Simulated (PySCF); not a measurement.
C₃H₁₁PSi₂.
Structure used (GFN2-xTB), in Å, numbered top down from 1:
```
atom  x, y, z in Å
C1     2.7420    0.2064   -0.4238
C2     1.7900   -0.7124   -0.4794
Si3    0.5584   -1.0683    0.9044
Si4   -1.4174    0.0920    0.4207
C5    -2.1659   -0.4709   -1.2429
P6    -1.1639    2.3264    0.2396
H7     2.9054    0.7963    0.4644
H8     3.4066    0.4144   -1.2494
H9     1.6747   -1.2733   -1.4006
H10    1.1689   -0.6549    2.1758
H11    0.3692   -2.5243    0.9623
H12   -2.4615   -0.0670    1.4529
H13   -1.4807   -0.2860   -2.0665
H14   -3.0878    0.0615   -1.4605
H15   -2.3906   -1.5330   -1.2318
H16   -0.0109    2.2572   -0.5227
H17   -0.4435    2.4479    1.4140
```

Computed with TDDFT CAM-B3LYP/def2-SVPD, vertical, gas phase, core orbitals frozen in the response (PySCF 2.14.0, density-fitted response routines).

Frontier orbitals with the atoms that hold most of them (Löwdin shares over 4%, at most four atoms; ? is withheld):

```csv
orbital,ε (eV),atoms
HOMO-3,-10.26,"C2 16%, C5 16%, P6 12%, Si4 12%"
HOMO-2,-9.89,"C2 17%, Si4 15%, P6 14%, C1 11%"
HOMO-1,-9.17,?
HOMO,-8.30,?
LUMO,?,"C1 25%, C2 23%, Si3 12%, Si4 10%"
LUMO+1,0.93,"Si3 24%, P6 21%, Si4 17%, H11 10%"
LUMO+2,1.17,"C5 14%, Si4 12%, Si3 11%, C1 11%"
```

(1) Which atoms hold the HOMO, and with what shares?

(2) Give the leading atoms of the HOMO-1.

(3) What is the LUMO energy, and the HOMO–LUMO gap?

Answers

(1) P6 (bonded to Si and 2 H) 45%; Si4 (bonded to C, P, Si and H) 17%; Si3 (bonded to C, Si and 2 H) 14%; H16 (bonded to P) 5%. By element: phosphorus 45%, silicon 31%, hydrogen 5% or more.

(2) C2 (bonded to C, Si and H) 24%; C1 (bonded to C and 2 H) 24%; P6 (bonded to Si and 2 H) 16%; Si4 (bonded to C, P, Si and H) 11%. By element: carbon 48% or more, phosphorus 16%, silicon 11% or more.

(3) ε(LUMO) = 0.43 eV; the gap is 8.73 eV (0.3208 hartree).

Q: How does S1 compare with the orbital gap of 8.73 eV?

A: S1 is at 6.03 eV (f = 0.106), 2.70 eV below the gap, made of HOMO→LUMO (85%). Without the coupling terms of the response equations the lowest excitation would equal the gap.

Q: Give energy, strength and leading configuration of S1, S2 and S6, and follow the Löwdin shares of the leading atoms from the occupied to the empty orbital.

A: 
- S1 (6.03 eV, f 0.106), HOMO→LUMO (85%): P6 45% → at most 11%, Si4 17% → 10%, C1 at most 6% → 25%, C2 at most 6% → 23%
- S2 (6.35 eV, f 0.196), HOMO→LUMO+1 (81%): P6 45% → 21%, Si4 17% → 17%, Si3 14% → 24%
- S6 (6.95 eV, f 0.157), HOMO-1→LUMO (76%): C2 24% → 23%, C1 24% → 25%

The run took 96 s (with the writing of density and orbital grids) on one thread of an Arm Neoverse N1, shared host, and the process peaked at 1.0 GiB of memory.

One conformer stands for the species.
